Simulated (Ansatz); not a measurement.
A calculation with Ansatz (development build ahead of 0.2.0).

```yaml
crystal:
  periodic: [false, false, false]
  atoms:
    - { symbol: Li, position_ang: [0.0, 0.0, 0.0] }
basis:
  gaussian: { orbitals: cc-pVTZ }
total_charge: 1
hamiltonian:
  xc: hf
correlation:
  method: mp2
  frozen_orbitals: { Li: 0 }
```

The input is written out in the form of the current development build from the run's settings.

The run gave:

```yaml
Converged: yes
Reference_energy: -7.23638 hartree
Correlation_energy: -0.01088 hartree
Total_energy: -7.24726 hartree
Spin_squared_of_the_determinant: 0.000
```
